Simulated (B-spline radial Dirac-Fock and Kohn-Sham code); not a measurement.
Auger decay of the 3s hole in Re³⁺

System: Re³⁺, configuration [Xe] 4f14 5d4.

Method: a relativistic independent-particle model: LDA orbitals of the hole state, radiative multipoles to third order, Auger rates from the Coulomb interaction with a continuum orbital, Dirac-Fock energies. Computed with an atomic code on a B-spline grid. Kinetic energies are configuration averages from the vacuum level; the two-hole energies are estimated from single-hole states.

```tsv
transition	kinetic energy (eV)	width (meV)	share (%)
M1-M3N3	42.05	1440	8.4
M1-M2N6	142.1	674	3.9
M1-M2N7	144.1	897	5.2
M1-M3N4	216.4	520	3.0
M1-M3N5	230.6	783	4.6
M1-M4N1	281.2	478	2.8
M1-M5N1	347.9	677	4.0
M1-M3N6	454.3	3070	17.9
M1-M3N7	457.4	3840	22.4
M1-M5N5	719.1	336	2.0
```

Coster-Kronig rates are the weakest part of this model and often come out 1.5 to 2.5 times too large. The listed channels hold 74 % of the non-radiative rate. Summed by principal shells, of 17.1 eV in all: MMN 84.7 %, MMO 9.2 %, MNN 5.3 %, MNO 0.8 %.
